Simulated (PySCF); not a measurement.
Some computed properties have been withheld. Give your best values.

Compound: C7H7FO.
Z-matrix (Å and degrees, PBE0-D3(BJ)/def2-SVP geometry), rows numbered from 1:
```
O 
C   1  1.3501
C   2  1.3992  1  122.55
C   3  1.3915  2  120.16  1  -179.83
C   4  1.3966  3  120.87  2    -0.02
C   5  1.5035  4  120.24  3   179.80
F   6  1.3691  5  111.66  4  -179.60
C   5  1.3966  4  118.60  3    -0.14
C   8  1.3907  5  120.99  4     0.13
H   1  0.9628  2  109.34  3    -0.02
H   3  1.0946  2  119.82  1     0.13
H   4  1.0943  3  119.01  2   179.91
H   6  1.1050  5  110.53  4    59.81
H   6  1.1049  5  110.47  4   -59.12
H   8  1.0911  5  118.97  4  -179.90
H   9  1.0916  2  118.67  1    -0.15
```

```json
{"property": "point group", "level": "PBE0-D3(BJ)/def2-SVP", "value": "Cs"}
{"property": "rotational constants A, B, C", "level": "PBE0-D3(BJ)/def2-SVP", "value": "?"}
{"property": "dipole moment", "level": "wB97X-D/def2-SVPD", "value": "?"}
{"property": "HOMO energy", "level": "wB97X-D/def2-SVPD", "value": "-8.28 eV"}
{"property": "LUMO energy", "level": "wB97X-D/def2-SVPD", "value": "1.24 eV"}
{"property": "lowest singlet excitation", "level": "TDDFT wB97X-D/def2-SVPD", "value": "5.08 eV (244 nm, f = 0.034)"}
{"property": "strongest line among the 6 lowest singlet transitions", "level": "TDDFT wB97X-D/def2-SVPD", "value": "S4 at 6.92 eV (179 nm, f = 0.672)"}
{"property": "static isotropic polarisability", "level": "wB97X-D/def2-SVPD", "value": "85.9 au"}
{"property": "electronic spatial extent ⟨r²⟩ about the centre of nuclear charge", "level": "wB97X-D/def2-SVPD", "value": "?"}
```

The electronic properties come from PySCF, for the isolated species, density fitting.

Question: What are the rotational constants A, B, C?

Answer: 4.754, 0.938, 0.788 GHz.

Question: The dipole moment?

Answer: 2.88 D.

Question: The electronic spatial extent ⟨r²⟩ about the centre of nuclear charge?

Answer: 1348 bohr².

No computed singlet falls in the visible range (750 to 380 nm, 1.65 to 3.26 eV); S1 lies 1.82 eV above its blue end. The principal polarisabilities are 54.1, 91.4 and 112.2 au; their mean is the isotropic value. The rotational constants make it an asymmetric top with κ = (2B − A − C)/(A − C) = -0.92, nearer the prolate limit (−1).

One conformer stands for the species.
